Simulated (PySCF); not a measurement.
C4H9O (SMILES CCC[CH]O), doublet, geometry from GFN2-xTB; O3LYP/STO-3G (PySCF).

PySCF was given this input:
```python
from pyscf import gto, scf, dft

mol = gto.M(
    atom='''
C     2.39287864   -0.22825278   -0.04182520
C     0.94472545   -0.38108691   -0.48518080
C     0.02179908    0.62178197    0.24243653
C    -1.39310057    0.50801669   -0.17086519
O    -2.15903748   -0.41259035    0.50925971
H     3.02825774   -0.94199644   -0.56186957
H     2.75476879    0.77485085   -0.25788138
H     2.48460822   -0.40246123    1.02792542
H     0.59718513   -1.39334774   -0.27242075
H     0.86967313   -0.21746926   -1.56246987
H     0.08492459    0.43710470    1.31592344
H     0.38065397    1.63339610    0.03535177
H    -1.69534850    0.76633321   -1.17424414
H    -3.03023866   -0.47844112    0.10821545
''',
    basis='sto-3g',
    spin=1,
    verbose=5,
)

mf = dft.UKS(mol)
mf.xc = 'o3lyp'
mf.kernel()
```

It wrote (shortened):

```
PySCF version 2.14.0

[INPUT] verbose = 5
[INPUT] max_memory = 4000
[INPUT] num. atoms = 14
[INPUT] num. electrons = 41
[INPUT] charge = 0
[INPUT] spin (= nelec alpha-beta = 2S) = 1
[INPUT] symmetry False subgroup None
[INPUT] Mole.unit = angstrom
[INPUT] Symbol           X                Y                Z      unit          X                Y                Z       unit  Magmom
[...]
[INPUT] ---------------- BASIS SET ----------------
[INPUT] l, kappa, [nprim/nctr], expnt,             c_1 c_2 ...
[INPUT] C
[...]
                                13.045096         0.53532814
                                3.5305122         0.44463454
[...]
                                0.6834831         0.39951283
                                0.2222899         0.70011547
[...]
                                0.6834831         0.60768372
                                0.2222899         0.39195739
[INPUT] O
[...]
                                23.808861         0.53532814
                                6.4436083         0.44463454
[...]
                                1.1695961         0.39951283
                                0.380389          0.70011547
[...]
                                1.1695961         0.60768372
                                0.380389          0.39195739
[INPUT] H
[...]
                                0.62391373        0.53532814
                                0.1688554         0.44463454

nuclear repulsion = 177.870340608163
number of shells = 24
number of NR pGTOs = 102
number of NR cGTOs = 34
basis = sto-3g
ecp = {}

******** <class 'pyscf.dft.uks.UKS'> ********
method = UKS
initial guess = minao
damping factor = 0
level_shift factor = 0
DIIS = <class 'pyscf.scf.diis.CDIIS'>
diis_start_cycle = 1
diis_space = 8
diis_damp = 0
SCF conv_tol = 1e-09
SCF conv_tol_grad = None
SCF max_cycles = 50
direct_scf = True
direct_scf_tol = 1e-13
number electrons alpha = 21  beta = 20
XC library pyscf.dft.libxc version 7.1.2
    S. Lehtola, C. Steigemann, M. J. T. Oliveira, and M. A. L. Marques,  SoftwareX 7, 1–5 (2018)
XC functionals = o3lyp
    W.-M. Hoe, A. J. Cohen, and N. C. Handy,  Chem. Phys. Lett. 341, 319–328 (2001)
    A. J. Cohen and N. C. Handy,  Mol. Phys. 99, 607 (2001)
radial grids:
    Treutler-Ahlrichs [JCP 102, 346 (1995); DOI:10.1063/1.469408] (M4) radial grids

becke partition: Becke, JCP 88, 2547 (1988); DOI:10.1063/1.454033
pruning grids: <function nwchem_prune>
grids dens level: 3
symmetrized grids: False
atomic radii adjust function: <function treutler_atomic_radii_adjust>
small_rho_cutoff = 0
Set gradient conv threshold to 3.16228e-05
atom C rad-grids = 75, ang-grids = [ 50  50  50  50  50  50  50  50  50  50  50  50  50  50  50  50  50  50
  50  50  50  50  86  86  86  86  86  86  86  86  86  86 266 266 266 266
 266 266 302 302 302 302 302 302 302 302 302 302 302 302 302 302 302 302
 302 302 302 302 266 266 266 266 266 266 266 266 266 266 266 266 266 266
 266 266 266]
atom O rad-grids = 75, ang-grids = [ 50  50  50  50  50  50  50  50  50  50  50  50  50  50  50  50  50  50
  50  50  50  50  50  86  86  86  86  86  86  86  86  86 266 266 266 266
 266 266 266 302 302 302 302 302 302 302 302 302 302 302 302 302 302 302
 302 302 302 302 302 266 266 266 266 266 266 266 266 266 266 266 266 266
 266 266 266]
atom H rad-grids = 50, ang-grids = [ 50  50  50  50  50  50  50  50  50  50  50  50  50  50  50  86  86  86
  86 266 266 266 266 266 302 302 302 302 302 302 302 302 302 302 302 302
 302 266 266 266 266 266 266 266 266 266 266 266 266 266]
tot_boxes 3724, boxes in each direction [17 12 12]
Padding 6 grids
tot grids = 158832
nelec by numeric integration = [20.34888232 20.34888232]
E1 = -660.3579391536796  E2 = 252.0914624351293  Ecoul = 285.7124561300325  Exc = -33.62099369490317
init E= -230.396136110387
cond(S) = 12.831501085609922

  alpha mo_energy =
[-19.03267525  -9.96137062  -9.95679229  -9.95583758  -9.9173592
  -1.12462044  -0.88032409  -0.77971192  -0.66228783  -0.61807923
  -0.56025776  -0.48926569  -0.46972464  -0.44306141  -0.41537023
  -0.3945797   -0.39151029  -0.35833199  -0.35408894  -0.34683696
  -0.09409186   0.20710805   0.26955949   0.27519146   0.27879446
   0.29040621   0.3281743    0.35319335   0.37707622   0.38773501
   0.39439992   0.40477585   0.42943294   0.47853008]
  beta  mo_energy =
[-19.03267525  -9.96137062  -9.95679229  -9.95583758  -9.9173592
  -1.12462044  -0.88032409  -0.77971192  -0.66228783  -0.61807923
  -0.56025776  -0.48926569  -0.46972464  -0.44306141  -0.41537023
  -0.3945797   -0.39151029  -0.35833199  -0.35408894  -0.34683696
  -0.09409186   0.20710805   0.26955949   0.27519146   0.27879446
   0.29040621   0.3281743    0.35319335   0.37707622   0.38773501
   0.39439992   0.40477585   0.42943294   0.47853008]
multiplicity <S^2> = 0.75  2S+1 = 2
nelec by numeric integration = [21.00002438 20.00002558]
E1 = -666.7176785527433  E2 = 258.8695397059527  Ecoul = 292.77460699781057  Exc = -33.905067291857826
cycle= 1 E= -229.977798238627  delta_E= 0.418  |g|= 0.287  |ddm|= 3.17
  alpha mo_energy =
[-18.48913298  -9.88003494  -9.83370611  -9.83246142  -9.8086197
  -0.86201993  -0.69946074  -0.62616522  -0.53165473  -0.49708557
  -0.41683371  -0.37276571  -0.34776033  -0.31954825  -0.30137577
  -0.26818598  -0.25879581  -0.25470229  -0.1683412   -0.10813546
   0.04228855   0.34579773   0.3959885    0.40507298   0.41160399
   0.441969     0.46412031   0.47834049   0.51068047   0.51877991
   0.52759673   0.52906129   0.55674603   0.61551625]
  beta  mo_energy =
[-18.48684866  -9.87195354  -9.83349759  -9.8316216   -9.80850222
  -0.84927216  -0.69474092  -0.61752213  -0.52168727  -0.48601954
  -0.41026461  -0.36917152  -0.34420951  -0.31104031  -0.29941508
  -0.25772427  -0.2569432   -0.24836481  -0.11124475  -0.09050798
   0.13912202   0.35505633   0.40143243   0.41175436   0.43003057
   0.44952335   0.46984394   0.48307262   0.51323389   0.52275965
   0.5292844    0.53636478   0.56885906   0.63060099]
[...]
  -0.03259098   0.29510428   0.3778689    0.38241105   0.39082263
   0.40869912   0.43284454   0.4598997    0.49271206   0.49371387
   0.50347191   0.50981818   0.53808982   0.58632064]
  beta  mo_energy =
[-18.75818644  -9.88308193  -9.8801082   -9.87415033  -9.8475991
  -0.94829867  -0.72006868  -0.63958941  -0.54119817  -0.50265134
  -0.44375293  -0.3927009   -0.3669308   -0.33596125  -0.32018588
  -0.28017389  -0.27692684  -0.27192098  -0.21809796  -0.19151694
   0.09501676   0.30682503   0.3795704    0.38845738   0.40872328
   0.41841875   0.43798438   0.46403884   0.49384342   0.4960974
   0.50976274   0.51163932   0.55035776   0.60066302]
multiplicity <S^2> = 0.75228668  2S+1 = 2.0022854
nelec by numeric integration = [21.00002397 20.00002515]
E1 = -664.7691243321764  E2 = 256.8632584151707  Ecoul = 290.60622960970375  Exc = -33.74297119453304
cycle= 7 E= -230.035525308843  delta_E= -7.15e-07  |g|= 0.000167  |ddm|= 0.00187
  alpha mo_energy =
[-18.76139861  -9.88264867  -9.88083848  -9.87417896  -9.85664431
  -0.96376032  -0.72382806  -0.64790106  -0.55084293  -0.51134291
  -0.45345712  -0.39501046  -0.37075879  -0.34364503  -0.32131997
  -0.29223001  -0.28192574  -0.27283007  -0.24335642  -0.21847951
  -0.03259344   0.2951482    0.37787095   0.38240461   0.39083869
   0.40870058   0.43283763   0.45989912   0.49267691   0.49370702
   0.50347369   0.50983235   0.5380612    0.58630048]
  beta  mo_energy =
[-18.7580838   -9.88318084  -9.8800655   -9.87412749  -9.84759562
  -0.94824441  -0.7200757   -0.63960225  -0.54118393  -0.50265036
  -0.44375562  -0.39269418  -0.36693011  -0.33597146  -0.32020316
  -0.28018047  -0.27692334  -0.27192057  -0.21806502  -0.19147037
   0.09502305   0.30687432   0.37957329   0.38845088   0.40872296
   0.41843812   0.43796698   0.46404026   0.49380926   0.49609133
   0.50978713   0.51164058   0.55033036   0.60064705]
multiplicity <S^2> = 0.75230135  2S+1 = 2.0023
nelec by numeric integration = [21.00002397 20.00002515]
E1 = -664.7689078380583  E2 = 256.86304189359373  Ecoul = 290.6059869886502  Exc = -33.742945095056484
cycle= 8 E= -230.035525336301  delta_E= -2.75e-08  |g|= 4.78e-05  |ddm|= 0.000394
  alpha mo_energy =
[-18.76138755  -9.88262196  -9.88087025  -9.87420135  -9.85663475
  -0.96375245  -0.72383211  -0.64790141  -0.55084688  -0.51134172
  -0.4534524   -0.39501626  -0.37076241  -0.34364492  -0.32131887
  -0.29223018  -0.2819322   -0.27283557  -0.24335252  -0.21847414
  -0.03258718   0.29515223   0.3778673    0.38240134   0.39084254
   0.40869405   0.43283553   0.45989529   0.49267696   0.4937034
   0.50346871   0.50982122   0.53806468   0.5863056 ]
  beta  mo_energy =
[-18.75807358  -9.88315204  -9.88010001  -9.87415016  -9.84758562
  -0.9482396   -0.72008074  -0.63960303  -0.54118869  -0.50264762
  -0.44375203  -0.39269951  -0.36693449  -0.33597235  -0.3202018
  -0.28018304  -0.27692798  -0.27192507  -0.21806189  -0.1914658
   0.0950273    0.3068795    0.37957003   0.38844645   0.40871771
   0.41843986   0.43796595   0.46403631   0.49381165   0.4960872
   0.50977606   0.5116342    0.55033561   0.60065224]
multiplicity <S^2> = 0.75230253  2S+1 = 2.0023012
nelec by numeric integration = [21.00002397 20.00002515]
E1 = -664.7689580919762  E2 = 256.86309214586976  Ecoul = 290.60603993180496  Exc = -33.7429477859352
cycle= 9 E= -230.035525337943  delta_E= -1.64e-09  |g|= 1.95e-05  |ddm|= 9.33e-05
  alpha mo_energy =
[-18.76139496  -9.88262803  -9.88085935  -9.87419483  -9.85663626
  -0.96375556  -0.7238304   -0.64790036  -0.55084599  -0.51134163
  -0.45345348  -0.39501462  -0.37076109  -0.34364403  -0.32131865
  -0.29222944  -0.28193029  -0.27283436  -0.24335511  -0.21847722
  -0.03258818   0.295149     0.37786772   0.38240298   0.39084174
   0.4086963    0.43283635   0.4598964    0.49267792   0.49370582
   0.50346981   0.50982392   0.53806555   0.58630511]
  beta  mo_energy =
[-18.75808125  -9.88315998  -9.88008748  -9.8741438   -9.84758729
  -0.94824398  -0.72007888  -0.63960274  -0.54118743  -0.50264844
  -0.44375318  -0.39269781  -0.36693301  -0.33597119  -0.32020137
  -0.28018247  -0.27692637  -0.27192346  -0.2180662   -0.19146973
   0.09502523   0.3068774    0.37957116   0.38844784   0.40871987
   0.41843938   0.43796686   0.46403722   0.49381324   0.49608981
   0.50977756   0.51163692   0.55033522   0.60065074]
multiplicity <S^2> = 0.75230273  2S+1 = 2.0023014
nelec by numeric integration = [21.00002397 20.00002515]
E1 = -664.7689475314481  E2 = 256.86308158502777  Ecoul = 290.60603009823694  Exc = -33.74294851320916
cycle= 10 E= -230.035525338257  delta_E= -3.14e-10  |g|= 4.18e-06  |ddm|= 3.76e-05
  alpha mo_energy =
[-18.76139561  -9.88262667  -9.88086263  -9.87419529  -9.85663489
  -0.96375566  -0.72383072  -0.64790022  -0.55084618  -0.51134168
  -0.4534533   -0.39501509  -0.37076121  -0.34364425  -0.32131872
  -0.29222937  -0.28193073  -0.27283466  -0.24335516  -0.21847717
  -0.03258775   0.2951488    0.3778675    0.38240275   0.3908418
   0.4086956    0.43283625   0.45989643   0.49267744   0.49370504
   0.50346995   0.50982345   0.53806565   0.58630571]
  beta  mo_energy =
[-18.75808193  -9.88315854  -9.88009089  -9.87414434  -9.847586
  -0.94824424  -0.72007933  -0.63960283  -0.54118766  -0.50264849
  -0.44375305  -0.39269821  -0.36693322  -0.33597159  -0.32020141
  -0.28018269  -0.27692675  -0.2719237   -0.21806608  -0.19146978
   0.09502557   0.30687759   0.37957099   0.38844747   0.40871941
   0.41843918   0.43796689   0.46403714   0.49381293   0.49608891
   0.50977781   0.51163628   0.55033516   0.60065115]
multiplicity <S^2> = 0.75230273  2S+1 = 2.0023014
nelec by numeric integration = [21.00002397 20.00002515]
E1 = -664.7689545603871  E2 = 256.8630886139519  Ecoul = 290.60603776941866  Exc = -33.74294915546676
Extra cycle  E= -230.035525338272  delta_E= -1.48e-11  |g|= 2.87e-06  |ddm|= 1.11e-05
converged SCF energy = -230.035525338272  <S^2> = 0.75230273  2S+1 = 2.0023014
```
